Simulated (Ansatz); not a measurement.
Calculated with Ansatz (gas phase, PBE0-D4/def2-TZVP geometries, no zero-point term in ΔE). CCSD(T)/CBS is the MP2 limit (def2-TZVPP, def2-QZVPP) plus CCSD(T) − MP2 in def2-TZVPP, frozen cores. This one scheme is used for every species, atoms too. DFT in def2-TZVPP. B3LYP here is the variant with VWN-RPA as its local correlation; programs differ in this. HSE06 is defined as in plane-wave codes. Open shells (•) are unrestricted, without spin–orbit coupling. Spin–orbit coupling would lower the free atoms: a little for Al, O, S. One conformer a species, not always the lowest.

Consider the atomization: `[OH][Al-]([OH])([OH])[SH2+]` → Al• + 5 H• + 3 O• + S•.

```csv
level,ΔE (eV),difference from CCSD(T)/CBS
LDA (SPW92),42.80,5.17
revPBE-D4,36.51,-1.12
r2SCAN-D4,37.35,-0.28
B3LYP-D4,37.00,-0.63
PBE-QIDH,36.57,-1.06
r2SCAN,37.30,-0.33
PBE0,36.43,-1.20
HSE06,36.47,-1.16
SCS-MP2/def2-TZVPP,37.02,-0.61
CCSD/def2-TZVPP,35.78,-1.85
CCSD(T)/CBS,37.63,0
```

Largest T1 diagnostic among the species: 0.018.

From BLYP to BHLYP (50 % exact exchange), in def2-TZVPP and without D4, ΔE moves by −1.41 eV: exact exchange takes away binding that semilocal exchange gives to molecules. The D4 term adds +0.34 eV with B3LYP and +0.18 eV with PBE0; it sums over pairs of atoms, weighted by their polarisabilities, and B3LYP, whose exchange is more repulsive, gets the larger term.

For atomizations the MP2-based limit and the directly extrapolated one differ by several kJ/mol either way, and by 10 to 25 for some Ge, Se and Sn compounds, so smaller differences from it don't rank the levels.
